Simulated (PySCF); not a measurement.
In(OH)(SH)2, H3InOS2, SMILES [In]([SH])([OH])[SH], CAM-B3LYP/def2-SVP optimised geometry. Atoms within 1.6 Å of the plane z = 1.0 Å (x, y, z in Å): In1 (-0.06, 0.34, 0.00), O2 (1.93, 0.34, 0.00), H3 (2.33, -0.54, 0.01), S4 (-1.30, -1.71, 0.00), H5 (-0.20, -2.49, 0.00), S6 (-1.08, 2.49, 0.00), H7 (-2.33, 1.98, 0.00).

Calculation: CAM-B3LYP/def2-TZVP, def2 effective core potentials past Kr in PySCF 2.14.0. The core electrons that the potentials of In replace are not part of the density.

Map of the log10 of the electron density (e/bohr³), floored at −4 on the plane z = 1.0 Å:

```
|       ..::--::.               |
|      .:--====-::              |
|     .:-=+++++==-.             |
|     .-=+**##**+=:.            |
|    .:-+*#%%%%#*=-:            |
|    :-=+#%%@@%%*+=:.           |
|   .:=+*#%@@@@%#+=-.           |
|   .-=+*#%@@@@%#*=-:.          |
|   :-=*##%@@@@%#*+-:::::.      |
|   .-=+*#%%@@%%#*+=--=---:     |
|   .:=+**##%%%%#**++++++=-:    |
|    :-=++**##%%##*******+=-.   |
|    .:-==+*##%%%%####%%#*+-:   |
|     .:-=++*#%@@@%#%%%%%#+=:   |
|      .:-=+*#%@@@%#%%@@%#+=:   |
|     .:-=+**#%@@%%##%%%%#+=:   |
|     .-=+**##%%%%#######*+-:   |
|    .:-+*##%%%%##*******+=-.   |
|    :-=*#%%%%%##**++++++=-:.   |
|   .:=+*#%@@@%##*+======-:.    |
|   .:=+#%@@@@%#*+==-----:.     |
|   .-=*#%@@@@%#*+=-::...       |
|   .-=+#%@@@@%#*+=-:.          |
|   .:=+*#%%%%%#*+=-.           |
|    :-=+*#####**+=:.           |
|    .:-=+*****++=-:            |
|     .:-===++===-:.            |
|      .::-------:.             |
|        ..::::...              |
|                               |
|                               |
```
Scale: ten equal steps from -4.00 (start of ' ') to -1.12 (end of '@'), in the order ' .:-=+*#%@'; x runs from -4.50 to 4.50, y from -4.50 (bottom) to 4.50 (top).
